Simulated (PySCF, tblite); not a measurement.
Species: C5H13NSSi2.
Cartesian coordinates in Å at the GFN2-xTB level; atoms count from 1:
```xyz
22
C5H13NSSi2 angstrom
C      3.748    0.113    1.281
C      3.142    0.739    0.452
Si     2.159    1.711   -0.778
S      0.115    1.870   -0.135
Si    -0.740   -0.131   -0.388
C      0.358   -1.388    0.518
C     -0.917   -0.504   -2.239
N     -2.323   -0.183    0.287
C     -2.581    0.017    1.698
H      4.287   -0.434    2.000
H      2.616    3.092   -0.815
H      2.219    1.021   -2.065
H      1.269   -1.585   -0.039
H      0.653   -1.022    1.497
H     -0.166   -2.329    0.652
H      0.057   -0.594   -2.709
H     -1.447   -1.436   -2.397
H     -1.459    0.283   -2.753
H     -3.065    0.208   -0.274
H     -3.565   -0.382    1.950
H     -2.543    1.073    1.984
H     -1.829   -0.519    2.271
```

The calculation used PBE0/pcSseg-1 in PySCF (dipole) on a GFN2-xTB geometry, gas phase.

Take the most abundant isotopes and a rigid rotor. The values belong to one conformer with, in the numbering `[CH:1]#[C:2][SiH2:3][S:4][Si:5]([CH3:6])([CH3:7])[NH:8][CH3:9]`, C2–Si3–S4–Si5 -71°, Si3–S4–Si5–C6 53°, S4–Si5–N8–C9 -63°.

**Question.** What are A, B and C (MHz)?

**Answer.** Ia = 360.18, Ib = 838.88, Ic = 900.20 u·Å²; 505379 MHz·u·Å²/I gives A = 1403, B = 602.4, C = 561.4 MHz.

**Question.** Classify the top.

**Answer.** A near-prolate asymmetric top: κ = (2 × 602.4 − 1403 − 561.4)/(1403 − 561.4) = -0.90.

**Question.** Is it planar, by Δ = Ic − Ia − Ib?

**Answer.** Not planar: Δ = Ic − Ia − Ib = -298.86 u·Å². For a rigid frame Δ = −2 Σ m c², so Σ m c² = 149.43 u·Å² lies off the ab plane: 31.37 from hydrogen and 118.06 from heavier atoms. The atom farthest from that plane is 2.56 Å away.

**Question.** Give the other two planar moments, Paa and Pbb, and the rms extents of the mass along the axes.

**Answer.** Paa = Σ m a² = (Ib + Ic − Ia)/2 = 689.45 and Pbb = Σ m b² = (Ia + Ic − Ib)/2 = 210.74 u·Å². With the mass M = 175.03 u, the rms extents √(P/M) along a, b and c are 1.98, 1.10, 0.92 Å.

**Question.** Which types of transition are allowed, and where do some lines up to J = 5 fall?

**Answer.** The dipole components are |μa| = 0.72 D, |μb| = 0.95 D, |μc| = 1.08 D. Intensities carry the squares of the components, which stand as 0.45 : 0.78 : 1.00 (a : b : c). Some lines, for components of 0.1 D or more:

```csv
type,branch,"J(Ka,Kc)",MHz,lower level (cm⁻¹)
b,Q,"5(2,3) ← 5(1,4)",2216,0.620
a,R,"2(1,1) ← 1(1,0)",2369,0.067
a,R,"3(2,1) ← 2(2,0)",3498,0.226
b,Q,"4(3,1) ← 4(2,2)",4089,0.499
b,Q,"3(3,1) ← 3(2,2)",4107,0.343
b,R,"2(2,1) ← 1(1,0)",4771,0.067
a,R,"5(1,5) ← 4(1,4)",5710,0.409
a,R,"5(2,4) ← 4(2,3)",5816,0.498
a,R,"5(3,3) ← 4(3,2)",5824,0.635
c,R,"3(3,0) ← 2(2,0)",7597,0.226
```

**Question.** Estimate the classical rotational partition function at 50 K, 100 K and 200 K.

**Answer.** Point group C1, symmetry number σ = 1; q = (√π/σ)·√((kT/h)³/(ABC)), k/h = 20836.6 MHz/K: 86500 at 50 K, 245000 at 100 K, 692000 at 200 K.

Its lowest GFN2-xTB frequency is 11 cm⁻¹, too small to tell a flat minimum from a shallow saddle. These are rigid-rotor constants of the computed structure; measured ground-state constants (B0) also hold zero-point vibration. A rigid rotor knows nothing of inversion at nitrogen or internal rotation, which can split or shift real lines. Quadrupole hyperfine structure (14N) is left out.
